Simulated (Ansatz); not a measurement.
A further run on the cluster Sc₂N₂.

```yaml
crystal:
  periodic: [false, false, false]
  atoms:
    - {symbol: Sc, position_ang: [1.096062, 0.366946, 0.696738]}
    - {symbol: Sc, position_ang: [-1.096104, -0.366853, -0.696712]}
    - {symbol: N, position_ang: [0.497920, 0.542543, -1.068983]}
    - {symbol: N, position_ang: [-0.497868, -0.542636, 1.068958]}
basis:
  gaussian: {orbitals: def2-TZVP, final_grid: {core_spheres: 8, valence_spheres: 7, degree: 23}, nuclear_model: gaussian, point_charges: [{charge: 1.00, position_ang: [3.967, 0.035, 0.679]}]}
hamiltonian: {xc: {name: PBE0}}
scf: {omitted_lower_state_checks: [starts]}
output: {forces: true}
```

```sh
$ ansatz run in.yaml --threads 4 --pin off --events-out ev --progress --plain --max-ram 3916MiB
```

It prints (some lines left out):

```
Functional definition: PBE0
1272 factors; integrals over basis functions are off by at most 6.8e-4 eV
mean field evaluation 1: about -44333.4438 eV, gradient 1.2e2 eV
mean field evaluation 2: about -44040.0093 eV, gradient 2.5e2 eV
mean field evaluation 4: about -44327.8584 eV, gradient 1.3e2 eV
mean field evaluation 8: about -44367.3985 eV, gradient 5.8e0 eV
mean field evaluation 16: about -44367.5440 eV, gradient 3.1e-2 eV
mean field evaluation 32: about -44367.5440 eV, gradient 9.1e-5 eV
mean field -44367.54403302 eV, -1630.4771698122 hartree, gradient 3.4e-5 eV, S^2 0.000000; 0 other end points of the search recorded, 0 dependent functions left out
reference -44367.54406708 eV, -1630.4771710638 hartree; 28, 28 occupied and 124, 124 virtual orbitals, 1272 factors
Total energy: -44367.54406708 eV, -1630.4771710638 hartree
Atom 0 at     1.096062     0.366946     0.696738 Å, force     2.573667    -0.051349     1.311232 eV/Å
Atom 1 at    -1.096104    -0.366853    -0.696712 Å, force    -1.456715    -0.298906    -1.831270 eV/Å
Atom 2 at     0.497920     0.542543    -1.068983 Å, force    -0.449029    -0.556539     0.800542 eV/Å
Atom 3 at    -0.497868    -0.542636     1.068958 Å, force     0.345346     0.577660    -0.053515 eV/Å
Dipole moment:    -2.679544    -0.296070    -0.513597 e Å
Checks for a lower state left out: starts
```

Hardware: 4 threads of Arm Neoverse V2 on a shared host. Wall time 3 s.
